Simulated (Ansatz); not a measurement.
C₂H₈FGaSi (`C[Si](C)(F)[GaH2]`), one more setting.

```yaml
crystal:
  periodic: [false, false, false]
  atoms:
    - {symbol: C, position_ang: [-1.737922, -0.025385, -0.392078]}
    - {symbol: Si, position_ang: [0.121823, 0.140304, -0.460053]}
    - {symbol: C, position_ang: [0.922932, -1.517293, -0.141325]}
    - {symbol: F, position_ang: [0.500693, 0.560578, -1.975641]}
    - {symbol: Ga, position_ang: [0.928539, 1.836183, 1.075365]}
    - {symbol: H, position_ang: [-2.076566, -0.793290, -1.093867]}
    - {symbol: H, position_ang: [-2.237740, 0.911267, -0.648966]}
    - {symbol: H, position_ang: [-2.060059, -0.316457, 0.611672]}
    - {symbol: H, position_ang: [0.546212, -2.262689, -0.847951]}
    - {symbol: H, position_ang: [2.008978, -1.469152, -0.248045]}
    - {symbol: H, position_ang: [0.697495, -1.864111, 0.871022]}
    - {symbol: H, position_ang: [0.678662, 1.672268, 2.626233]}
    - {symbol: H, position_ang: [1.706962, 3.127777, 0.623634]}
basis:
  gaussian: {orbitals: def2-TZVP}
total_charge: 1
magnetization: {spin_polarized: false, initial_magnetization: 1}
hamiltonian: {xc: {name: r2SCANh}, dispersion: d3bj}
accuracy: high
```

```sh
$ ansatz run in.yaml --threads 2 --pin off --events-out ev --progress --plain --max-ram 32768MiB --backend cpu
```

Shortened log:

```
Warning: the engine holds no damping parameters fitted to this dispersion correction and functional, so the run takes those fitted to r2scanh beside the three-body term, which d3bj leaves out (hamiltonian.dispersion, under Limitations)
Functional definition: r2SCANh
4084 factors; integrals over basis functions are off by at most 3.3e-8 eV
mean field evaluation 1: about -65144.0507 eV, gradient 1.0e2 eV
mean field evaluation 2: about -65144.1221 eV, gradient 1.0e2 eV
mean field evaluation 4: about -65162.3357 eV, gradient 5.2e1 eV
mean field evaluation 8: about -65168.2892 eV, gradient 9.0e-1 eV
mean field evaluation 16: about -65168.3064 eV, gradient 2.5e-3 eV
mean field -65168.30639103 eV, -2394.8910872058 hartree, gradient 7.5e-8 eV, S^2 0.750000; 1 other end points of the search recorded, 0 dependent functions left out
reference -65168.30639473 eV, -2394.8910873419 hartree; 37, 36 occupied and 189, 190 virtual orbitals, 4084 factors
Total energy: -65168.39263114 eV, -2394.8942564712 hartree
```

Run time 69 s (2 threads of an AMD EPYC 7R13 on a shared host); peak host memory 2.1 GiB.
